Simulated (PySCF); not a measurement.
## Ge⁺: ionisation energy

Ge⁺ [Ar] 3d10 4s2 4p1 (2P) → Ge²⁺ [Ar] 3d10 4s2 (1S), as a difference of total energies. Calculation: PySCF 2.14, in def2-QZVPPD; the non-relativistic Hamiltonian (point nucleus). Correlated levels: valence: [Ar] 3d10 frozen; valence and next inner shell: [Ne] frozen. The calculations carry no spin-orbit coupling.

Task: Order these methods by the ionisation energy they give, lowest first.
A. r2SCAN
B. PBE0
C. SCS-MP2 (valence and next inner shell)
D. wB97X

Result: C (15.622 eV), D (15.699 eV), B (15.819 eV), A (15.991 eV).

These non-relativistic numbers lack the scalar-relativistic shift.

Errors of the correlated levels include the incompleteness of this basis and the frozen core.

For comparison: 15.789 eV (measured; NIST levels, between the centres of gravity of the two terms).
